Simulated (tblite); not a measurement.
Compound: C₅H₅N₂S (doublet state).
SMILES: `S1N[C](C#C)N=C1C`

Computed geometry: GFN2-xTB, gas phase. This method treats the open shell by occupation alone, without spin polarisation.

Masses are those of the commonest isotopes; rigid-rotor values at the optimised geometry. 

Task: What are A, B and C (MHz)?

Result: Ia = 128.04, Ib = 411.88, Ic = 536.17 u·Å²; 505379 MHz·u·Å²/I gives A = 3947, B = 1227, C = 942.6 MHz.

Task: Classify the top.

Result: An asymmetric top. Ray's parameter κ = (2B − A − C)/(A − C) = -0.811; −1 is the prolate and +1 the oblate limit.

Task: Is it planar, by Δ = Ic − Ia − Ib?

Result: Not planar: Δ = Ic − Ia − Ib = -3.75 u·Å². For a rigid frame Δ = −2 Σ m c², so Σ m c² = 1.88 u·Å² lies off the ab plane: 1.63 from hydrogen and 0.25 from heavier atoms. The atom farthest from that plane is 0.91 Å away.

Task: Give the other two planar moments, Paa and Pbb, and the rms extents of the mass along the axes.

Result: Paa = Σ m a² = (Ib + Ic − Ia)/2 = 410.00 and Pbb = Σ m b² = (Ia + Ic − Ib)/2 = 126.17 u·Å². With the mass M = 125.02 u, the rms extents √(P/M) along a, b and c are 1.81, 1.00, 0.12 Å.

Task: Give the coordinates in the principal-axis frame, origin at the centre of mass.

Result: The sense of each axis is arbitrary; atoms in the order of the calculation.
```
atom  mass (u)   a (Å)   b (Å)   c (Å)
  C1    12.000   3.523  -0.358  -0.050
  C2    12.000   2.321  -0.247  -0.008
  C3    12.000   0.945  -0.083   0.035
  N4    14.003   0.053  -1.056   0.039
  C5    12.000  -1.171  -0.660  -0.006
  C6    12.000  -2.372  -1.518  -0.013
  S7    31.972  -1.322   1.130  -0.034
  N8    14.003   0.371   1.198   0.100
  H9     1.008   4.562  -0.485  -0.083
 H10     1.008  -3.025  -1.255  -0.845
 H11     1.008  -2.065  -2.556  -0.104
 H12     1.008  -2.940  -1.395   0.910
 H13     1.008   0.862   2.011  -0.237
```

For this open shell read J as N, the rotation without spin; fine and hyperfine splittings come on top. Its GFN2-xTB frequencies are all real (lowest 82 cm⁻¹). These are rigid-rotor constants of the computed structure; measured ground-state constants (B0) also hold zero-point vibration.
